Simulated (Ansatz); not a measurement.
`OB(F)CF` → `[CH2]` (triplet) + `OB(F)F` at 298.15 K and 1 bar (formal loss of a carbene).

Gas-phase electronic energies from Ansatz, PBE0-D4/def2-TZVP geometries. CCSD(T)/CBS adds triple-zeta CCSD(T) − MP2 to the extrapolated MP2 energy (def2 sets, frozen cores). This one scheme is used for every species. Triplets are unrestricted, without spin–orbit coupling. Each species was taken in one conformer, which may not be the lowest.

```tsv
species	CCSD(T)/CBS energy (Eh)	H − E (kJ/mol)	S (J/(mol·K))
`OB(F)CF`	-339.52653	153.8	307.4
`[CH2]` (triplet)	-39.09499	55.4	195.3
`OB(F)F`	-300.33752	77.6	272.4
```

H − E and S are ideal-gas, rigid-rotor, harmonic terms from PBE0-D4/def2-TZVP, for one conformer and one mirror image of each species, with the whole ground term of open shells counted as degenerate. 1 Eh = 2625.50 kJ/mol, R = 8.31446 J/(mol·K).

By hand: ΔE, ΔH, ΔS and ΔG.

ΔE = (-39.09499) + (-300.33752) − (-339.52653) = 0.09402 Eh = 246.8 kJ/mol. Δ(H − E) = 55.4 + 77.6 − 153.8 = -20.8, so ΔH = 226.0 kJ/mol. ΔS = 195.3 + 272.4 − 307.4 = 160.3 J/(mol·K). ΔG = 226.0 − 298.15 × (160.3)/1000 = 178.2 kJ/mol.

By hand: the equilibrium constant, and the temperature at which ΔG would vanish if ΔH and ΔS stayed fixed.

log₁₀ K = −ΔG/(RT ln 10) = -31.2. ΔG = 0 at ΔH/ΔS = 1410 K.

The number of gas molecules changes by +1, which sets the sign of ΔS. A doubt of 5 kJ/mol in ΔE shifts log₁₀ K by 0.9 here. Other conformers and mirror images would add mixing entropy, several J/(mol·K) or more a flexible species. A triplet takes part, so the spin changes. These are equilibria of isolated gas molecules and say nothing of rates. Largest T1 diagnostic: 0.012 (customary marks: 0.02 for closed shells, 0.045 for open ones).
